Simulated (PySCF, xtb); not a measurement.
C3H2F3, SMILES F[C](/C=C/F)F, multiplicity 2.

Coordinates come from a r2SCAN-D4/def2-SVP optimisation. The isomer is the one that the SMILES or the coordinates give; other isomers of the formula were not compared. One conformer was computed; it need not be the lowest.

Level of theory: IEF-PCM-PBE0/def2-SVP (PySCF 2.14.0).

The values are the electrostatic part of the solvation free energy, E(continuum) − E(gas) at the gas-phase geometry, in a cavity of scaled van der Waals radii (PySCF's table); cavitation and dispersion terms are not included. The dipole moment in vacuum is 0.12 D.

Computed values in water (ε = 78.36), dichloromethane (ε = 8.93), ethylethanoate (ε = 5.99):
```csv
solvent,ε,ΔG(elec) (kcal/mol),dipole (D)
water,78.36,-2.1,0.13
dichloromethane,8.93,-1.8,0.12
ethylethanoate,5.99,-1.7,0.12
```

For comparison, GFN2-xTB/ALPB(water) (xtb, at the GFN2-xTB geometry, all terms of that model) gives -0.9 kcal/mol.
